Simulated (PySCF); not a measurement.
C5H4N4.
Geometry (GFN2-xTB, Å), atoms numbered from 1 in this order:
```xyz
13
C5H4N4 angstrom
C      2.1263   -0.1154    0.5209
C      1.1238   -0.9486    0.2696
C     -0.2201   -0.5415   -0.0584
N     -1.1861   -1.4226   -0.2992
N     -2.2523   -0.7038   -0.5570
N     -2.0888    0.5913   -0.5111
C     -0.8057    0.7546   -0.1961
C     -0.2136    2.0176   -0.0453
N      0.2835    3.0428    0.0811
H      3.1079   -0.4849    0.7606
H      2.0051    0.9544    0.4969
H      1.2600   -2.0207    0.2973
H     -3.1444   -1.1228   -0.7771
```

Probes without a nucleus sit at each ring's centroid and 1 Å off its mean plane on both sides; NICS is minus the shielding there, NICSzz its component along the normal. Level: GIAO PBE0/pcSseg-1 (PySCF, non-relativistic, gas phase) on the GFN2-xTB geometry, one conformer.

Ring bond lengths (Å), with Mayer bond orders in brackets: C3–N4 1.329 (1.45), N4–N5 1.311 (1.25), N5–N6 1.306 (1.29), N6–C7 1.331 (1.43), C7–C3 1.429 (1.17).

Question: Give the NICS values of each ring in ppm.

Answer: 
```
          ring                                                 type  NICS(0)  NICS(1), two faces  NICS(1)zz, two faces  rms pucker (Å)  centre to ring atoms, mean (Å)
C3–N4–N5–N6–C7  5-membered ring with 3 N; formal bonds all aromatic    -13.5       -12.8 / -12.8         -30.9 / -30.9            0.00                            1.14
```

Question: What do they say, and how far can they be read as aromaticity?

Answer: 
- C3–N4–N5–N6–C7: mean NICS(1)zz -30.9 ppm, shielded. For a flat ring without four-coordinate atoms the NICS criterion counts such a value as aromatic.

Question: What does the geometric index give? HOMA = 1 − mean of α(R − Ropt)² over the ring bonds, with Krygowski's 1993 parameters (CC: Ropt 1.388 Å, α 257.7 Å⁻²; CN: Ropt 1.334 Å, α 93.52 Å⁻²; NN: Ropt 1.309 Å, α 130.33 Å⁻²).

Answer: 
- C3–N4–N5–N6–C7: HOMA 0.91; the largest term is that of C7–C3, α(R − Ropt)² = 0.43. The geometric and the magnetic index point the same way.

Question: At the second NICS(1) probe listed for ring C3–N4–N5–N6–C7, 1 Å off the ring, how large is the induced field along the normal in 7.05 T applied along it?

Answer: NICSzz × B0 = -30.9 ppm × 7.05 T = -218 μT, against the applied field.

Question: Give the inner angles of the rings and the Hirshfeld charges of the ring atoms.

Answer: 
- C3–N4–N5–N6–C7: C3 106.6° (+0.035 e), N4 105.3° (-0.123 e), N5 115.8° (+0.059 e), N6 104.5° (-0.110 e), C7 107.9° (+0.028 e); sum 540.0° against 540° for a flat convex ring.

Question: How shielded are the nuclei of the rings and their hydrogens (means over atoms taken as equivalent)?

Answer: 
| atoms | environment | σ isotropic (ppm) |
| --- | --- | --- |
| C3 | substituted aromatic carbon | 30.8 |
| N4 | pyridine-type nitrogen | -92.3 |
| N5 | pyrrole-type nitrogen | 5.9 |
| N6 | pyridine-type nitrogen | -114.9 |
| C7 | substituted aromatic carbon | 63.9 |
| H13 | N–H hydrogen | 20.80 |

Time: 18 s of wall time; peak memory 0.77 GiB. Hardware: one thread, Intel Xeon 6975P-C (x86_64), no GPU (shared host). This is the whole shielding run at PBE0/pcSseg-1, SCF included.
